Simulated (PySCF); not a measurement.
Working out the excitation energy of Sb

Sb [Kr] 4d10 5s2 5p3 (4S) → Sb [Kr] 4d10 5s1 5p3 6s1 (6S). Computed with PySCF 2.14 in aug-cc-pVDZ-PP with ECP28MDF (5s4p3d, 32 functions), with scalar relativity through the core potential. Frozen: 4s2 4p6 4d10. Energies in hartree (1 hartree = 27.21139 eV):

```
             part   Sb (lower)   Sb (upper)
              UHF  -239.273208  -238.912344
MP2 opposite-spin    -0.034469     0.000000
    MP2 same-spin    -0.013384    -0.019597
```

What does Hartree-Fock give?

(-238.912344) − (-239.273208) = 0.360864 hartree = 9.820 eV.

What do MP2 and SCS-MP2 (6/5 opposite-spin, 1/3 same-spin) give?

The opposite-spin parts differ by 0.938 eV and the same-spin parts by -0.169 eV. MP2: 9.820 + (0.938) + (-0.169) = 10.589 eV. SCS-MP2: 9.820 + 1.2 × (0.938) + (-0.169)/3 = 10.889 eV.

The upper state lies above the first ionisation limit, but in LS coupling its spin forbids autoionisation to the ground ion; at this Z spin-orbit coupling breaks that rule. A Rydberg-like electron needs more diffuse functions than a valence basis has.

A double-zeta basis recovers only part of the correlation energy.
